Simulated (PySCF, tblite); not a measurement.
## A complex of Be2+ and acetonitrile

A gas-phase complex of Be2+ and acetonitrile; charge +2, singlet. The structure comes from a short search (6 tight-binding starts) and was relaxed by PBE0-D3(BJ)/def2-TZVPD; another way of binding may lie lower. No frequency run checks that it is a minimum.

Parts: 1 = Be2+ ([Be+2]), atoms 1, charge +2; 2 = acetonitrile (CC#N), atoms 2–7.

```tsv
atom	part	x (Å)	y (Å)	z (Å)
Be1	1	-0.168	-1.128	0.006
C2	2	2.984	-2.763	1.994
C3	2	1.896	-2.201	1.308
N4	2	0.995	-1.733	0.739
H5	2	3.922	-2.398	1.543
H6	2	2.940	-2.464	3.055
H7	2	2.937	-3.862	1.915
```

| contact | kind (by geometry) | distance (Å) | angle (°) |
| --- | --- | --- | --- |
| Be1···N4 | bond | 1.502 | - |

The parts are joined by the bond Be1–N4, so these are energies of forming such bonds; deforming the relaxed parts to their shape in the adduct costs 2.0 kcal/mol, which the interaction energies leave out.

Interaction energies are complex less parts, with the parts frozen as they stand in it; counterpoise-corrected, in kcal/mol (PySCF).

(1) Give the interaction energy at each level run.

(2) What holds them together? Decompose the wB97M-D3(BJ)/def2-TZVPD energy: frozen parts, their antisymmetrised product, then relaxation.

The parts were also relaxed and run alone, at the levels used for the complex: shieldings by PBE0/pcSseg-2; core levels by delta-SCF with SCAN, pcX-2 on the ionised atom and pcseg-1 elsewhere, spin-free X2C.

(3) How do these values change when the complex forms?

## Answers

(1) 
| level | interaction | superposition error removed |
| --- | --- | --- |
| wB97M-D3(BJ)/def2-TZVPD | -195.29 | -0.09 |
| PBE0-D3(BJ)/def2-TZVPD | -198.55 | -0.09 |

(2) electrostatic -100.9, Pauli repulsion +52.6, orbital relaxation -145.8, dispersion correction -1.3 kcal/mol, which sum to the value before the counterpoise correction; the Pauli term holds the exchange-correlation of the frozen density too. Of the attraction, 59 % is orbital relaxation, 41 % is electrostatic, 1 % is dispersion correction.

(3) 
| property | alone | in the complex | change |
| --- | --- | --- | --- |
| shielding of Be1 (ppm) | 130.4 | 112.8 | -17.6 |
| shielding of N4 (ppm) | -34.6 | 111.2 | +145.8 |
| C3 1s core level (eV) | 292.62 | 306.33 | +13.70 |
| N4 1s core level (eV) | 405.32 | 418.15 | +12.83 |

The core-hole states of C3, N4 are spin-contaminated (⟨S²⟩ 0.82, 0.81 against 0.75 for a pure doublet), so those values and differences from them are less sure.

Multiply charged ions in the gas phase bind far more strongly than in solution.
